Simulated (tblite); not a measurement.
Question: What does the GFN2-xTB structure of `CCCn1cc(C)cn1` look like in three dimensions?

Answer: 
Z-matrix in Å and degrees, rows numbered from 1:
```
C 
C   1  1.5233
C   2  1.5325  1  112.11
N   3  1.4368  2  111.42  1   -66.26
C   4  1.3494  3  128.08  2   104.05
C   5  1.3792  4  107.33  3  -177.76
C   6  1.4893  5  128.37  4  -178.90
C   6  1.4051  5  103.74  4     0.24
N   8  1.3191  6  111.26  5    -0.06
H   1  1.0871  2  110.41  3   178.19
H   1  1.0878  2  110.54  3    58.46
H   1  1.0884  2  110.69  3   -61.88
H   2  1.0913  1  109.86  3   120.83
H   2  1.0910  1  109.79  3  -120.17
H   3  1.0938  2  109.31  1   174.46
H   3  1.0928  2  110.44  1    54.25
H   5  1.0719  4  121.86  3     2.60
H   7  1.0887  6  110.48  5  -135.88
H   7  1.0907  6  110.51  5   104.74
H   7  1.0877  6  110.47  5   -15.24
H   8  1.0721  6  128.42  5   179.90
```

The 5-membered ring N4–C5–C6–C8–N9 has internal angles of 103.7° to 111.5° (sum 540°, against 540° for a flat polygon); it is planar, 0.00 Å rms from its mean plane, widest ring torsion 0°. N4 (pyrrole-type nitrogen) is planar (angles 128.1°, 120.3° and 111.5°, sum 359.9°, 0.02 Å off the plane of its three neighbours). N9 (pyridine-type nitrogen) is bent (angle 106.1°). Of the pairs four or more bonds apart, N4···H11 is among the closest relative to their van der Waals radii: 2.71 Å, 99 % of the sum of Bondi's values.

The geometry is computed with GFN2-xTB (gas phase).

Point group: C1 (no symmetry element, even within 0.4 Å). Its GFN2-xTB frequencies are all real (lowest 30 cm⁻¹). The numbers are those of one conformer (C1–C2–C3–N4 -66°, C2–C3–N4–C5 104°).
